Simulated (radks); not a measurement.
Excited configurations of Se III: one electron is placed in a higher orbital outside [Ar] 3d10 4s2 4p1. The ground configuration is [Ar] 3d10 4s2 4p2. All-electron calculation, Dirac Kohn-Sham, PBE, spin-unpolarised, spherical densities, point nucleus; open shells are shared between the two j in proportion to 2j + 1. Program: a radial shooting solver on a logarithmic mesh with Libxc functionals. Excitation = E - E(ground); binding = E(ion) - E, where the ion is the core of charge +3; n* = 3/sqrt(2 binding) in atomic units, and the quantum defect is n - n*. Eigenvalue and <r> are those of j = l + 1/2.

outer orbital	excitation (eV)	binding (eV)	quantum defect	eigenvalue (eV)	<r> (bohr)
4d	15.083	15.792	1.215	-12.196	3.010
4f	22.844	8.031	0.095	-6.301	5.548
5s	14.866	16.008	2.234	-13.524	3.953
6s	22.069	8.806	2.271	-7.551	7.167
6d	25.395	5.480	1.273	-4.663	10.54
6f	27.071	3.804	0.326	-3.224	14.55

The Delta-SCF ionisation energy is 30.875 eV (NIST Atomic Spectra Database: 31.70 eV, measured). Self-interaction in the functional shifts the binding energies and quantum defects, so they are the method's values and not measured ones. Spin polarisation and multiplet splitting are left out, so open shells lie too high by an amount that depends on their filling. Sharing an open shell by 2j + 1 raises it above the true ground level by a part of the spin-orbit splitting, which enters the differences from NIST.

Beside tabulated values, note that spin-unpolarised runs miss the spin-polarisation part of the exchange energy of open shells.
